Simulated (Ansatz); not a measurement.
Molecule: sum formula Si$_{2}$N$_{2}$H$_{9}$, charge 1, multiplicity 1. It need not be the lowest isomer of its formula. 
Structure (B3LYP-D3(BJ)/def2-TZVP (Ansatz, a program for electronic structure) minimum search):
```xyz
13

N      1.3797    -0.9765    -0.6946
Si     1.2124     0.2032     0.5960
Si    -1.1431     0.4972     0.5355
N     -1.3971    -0.2417    -1.2064
H      2.0918    -0.7799    -1.3884
H      1.4704    -1.9482    -0.4196
H      1.6472    -0.2723     1.9215
H      1.8646     1.4583     0.1811
H     -1.9707    -0.4001     1.3621
H     -1.7376     1.8398     0.4189
H     -0.4963    -0.7274    -1.4176
H     -2.1632    -0.9119    -1.2656
H     -1.5550     0.4644    -1.9255
```
Charge +1, spin multiplicity 1.

Parts of the frozen-core correlation energy in cc-pV(Q+d)Z (Ansatz, hartree). Frozen orbitals: 12; correlated occupied orbitals by spin: 13 and 13; virtual: 483 and 483. No spin-orbit coupling. Non-relativistic.

```json
[
 {"term": "reference (HF)", "value": "-691.93096"},
 {"term": "MP2 opposite-spin", "value": "-0.58447"},
 {"term": "MP2 same-spin", "value": "-0.14687"},
 {"term": "CCSD correlation", "value": "-0.77827"},
 {"term": "(T)", "value": "-0.02920"},
 {"term": "T1 diagnostic", "value": "0.011"},
 {"term": "largest doubles amplitude", "value": "0.015"}
]
```
